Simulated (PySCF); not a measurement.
HI2Si, SMILES I[SiH]I (connectivity only; charge and spin as stated), charge +1, multiplicity 1. Atoms are numbered in the order given.

```xyz
4

I      0.0000    -2.0677     0.1504
Si     0.0000     0.0000    -0.9645
I      0.0000     2.0677     0.1504
H      0.0000     0.0000    -2.4438
```
Charge +1, spin multiplicity 1.

Geometry: B3LYP-D3(BJ)/def2-SVP. The multiplicity is an assumed one; other spin states were not compared. The isomer is the one that the SMILES or the coordinates give; other isomers of the formula were not compared. The def2 effective core potentials stand for the cores of I; spin–orbit coupling is left out.

Level of theory: B3LYP-D3(BJ)/def2-SVP in PySCF 2.14.0.

Frequencies are harmonic and unscaled.

Computed harmonic wavenumbers and intensities:
```
mode  ν (cm⁻¹)  IR (km/mol)  moving atoms (share of kinetic energy)
----  --------  -----------  --------------------------------------
1           96          1.4                         I 83 %, Si 16 %
2          337         17.1                         Si 70 %, I 27 %
3          434          1.6                         H 83 %, Si 16 %
4          497        106.8                         Si 80 %, I 13 %
5          751        138.3                                  H 92 %
6         2282          0.0                                  H 96 %
```
